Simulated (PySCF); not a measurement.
How good is the calculation?

Molfile (atoms numbered from 1):
```
C6H6N2S
     RDKit          3D

 15 15  0  0  0  0  0  0  0  0999 V2000
   -2.2279   -0.8659   -0.0055 N   0  0  0  0  0  0  0  0  0  0  0  0
   -1.5677    0.2486   -0.3646 C   0  0  0  0  0  0  0  0  0  0  0  0
   -2.3239    1.5548   -1.0315 S   0  0  0  0  0  0  0  0  0  0  0  0
   -0.0934    0.2046   -0.1544 C   0  0  0  0  0  0  0  0  0  0  0  0
    0.6257    1.3743    0.1056 C   0  0  0  0  0  0  0  0  0  0  0  0
    2.0013    1.2879    0.2972 C   0  0  0  0  0  0  0  0  0  0  0  0
    2.6873    0.1475    0.2312 N   0  0  0  0  0  0  0  0  0  0  0  0
    2.0070   -0.9625   -0.0323 C   0  0  0  0  0  0  0  0  0  0  0  0
    0.6263   -0.9940   -0.2259 C   0  0  0  0  0  0  0  0  0  0  0  0
   -3.2333   -0.8812   -0.1234 H   0  0  0  0  0  0  0  0  0  0  0  0
   -1.7857   -1.5895    0.5461 H   0  0  0  0  0  0  0  0  0  0  0  0
    0.0979    2.3290    0.1470 H   0  0  0  0  0  0  0  0  0  0  0  0
    2.5798    2.1931    0.5141 H   0  0  0  0  0  0  0  0  0  0  0  0
    2.5881   -1.8896   -0.0998 H   0  0  0  0  0  0  0  0  0  0  0  0
    0.1359   -1.9396   -0.4687 H   0  0  0  0  0  0  0  0  0  0  0  0
  1  2  1  0
  2  3  2  0
  2  4  1  0
  4  5  2  0
  5  6  1  0
  6  7  2  0
  7  8  1  0
  8  9  2  0
  9  4  1  0
  1 10  1  0
  1 11  1  0
  5 12  1  0
  6 13  1  0
  8 14  1  0
  9 15  1  0
M  END
```

Published estimates (parent shift plus substituent increments) and measurements: δ ¹H H13/H14 8.94; H12/H15 7.93 ppm (estimated from measurements, as parent shift plus tabulated substituent increment; solution, not stated per compound (mostly CDCl3 or CCl4); Pretsch, Buehlmann, Badertscher, Structure Determination of Organic Compounds, 4th ed. (2009)).

[PySCF 2.14.0 with density-fitted response routines: geometry from PBE0-D3(BJ)/def2-SVP; σ from GIAO-mPW1PW91/pcSseg-1; averaged over atoms made equivalent by symmetry, fast rotation or ring inversion; non-relativistic Hamiltonian; one computed conformer; isolated molecule]

Problem. What does the calculation give, and how does it compare?

Solution. 
Reference values: estimated from measurements, as parent shift plus tabulated substituent increment (solution, not stated per compound (mostly CDCl3 or CCl4); Pretsch, Buehlmann, Badertscher, Structure Determination of Organic Compounds, 4th ed. (2009)).
| atoms | quantity | reference | computed |
| --- | --- | --- | --- |
| H13/H14 | δ ¹H | 8.94 | 8.83 |
| H12/H15 | δ ¹H | 7.93 | 7.49 |

Computed shifts are σ(ref) − σ with the named reference compound (TMS for H and C) calculated as an isolated molecule at the same level.

Problem. How far are the unscaled ¹H shifts from the references?

Solution. Mean signed difference -0.27 ppm, mean absolute 0.27 ppm over 2 comparisons; the largest is -0.44 ppm at H12/H15 (hydrogen on an aromatic CH).
